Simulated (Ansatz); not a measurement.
One change: `[OH][Hf]([SH])([SH])[SH]` becomes `[OH][Zr]([SH])([SH])[SH]`.

Ansatz, PBE0-D4/def2-TZVP geometries, multiplicity 1. Each molecule was computed in one conformer, which needn't be the lowest.

Elements past krypton have def2 core potentials.

| property | `[OH][Hf]([SH])([SH])[SH]` |
| --- | --- |
| LUMO energy (B3LYP/def2-TZVPP) / eV | -1.67 |
| HOMO energy (B3LYP/def2-TZVPP) / eV | -7.26 |
| HOMO–LUMO gap (PBE/def2-TZVPP) / eV | 4.02 |
| size of the dipole moment (B3LYP/def2-TZVPP) / D | 1.85 |
| HOMO energy (PBE/def2-TZVPP) / eV | -6.34 |
| ideal-gas entropy at 298 K and 1 bar (rigid rotor, harmonic PBE0-D4/def2-TZVP) / J/(mol·K) | 446 |

(1) Give the same properties after the change, and the shifts. (An estimate is asked.)

Answers

(1) The calculation gave: 
```json
{"property": "LUMO energy (B3LYP/def2-TZVPP) / eV", "`[OH][Zr]([SH])([SH])[SH]`": "-2.08", "shift": "-0.41"}
{"property": "HOMO energy (B3LYP/def2-TZVPP) / eV", "`[OH][Zr]([SH])([SH])[SH]`": "-7.26", "shift": "0.00"}
{"property": "HOMO–LUMO gap (PBE/def2-TZVPP) / eV", "`[OH][Zr]([SH])([SH])[SH]`": "3.66", "shift": "-0.36"}
{"property": "size of the dipole moment (B3LYP/def2-TZVPP) / D", "`[OH][Zr]([SH])([SH])[SH]`": "2.96", "shift": "1.11"}
{"property": "HOMO energy (PBE/def2-TZVPP) / eV", "`[OH][Zr]([SH])([SH])[SH]`": "-6.35", "shift": "-0.01"}
{"property": "ideal-gas entropy at 298 K and 1 bar (rigid rotor, harmonic PBE0-D4/def2-TZVP) / J/(mol·K)", "`[OH][Zr]([SH])([SH])[SH]`": "440", "shift": "-6"}
```

Dipoles are sizes alone; their direction can turn. Modes under 60 cm⁻¹, often nearly free rotors, make the harmonic entropy too high.

B3LYP here is the variant with VWN-RPA as its local correlation; programs differ in this.
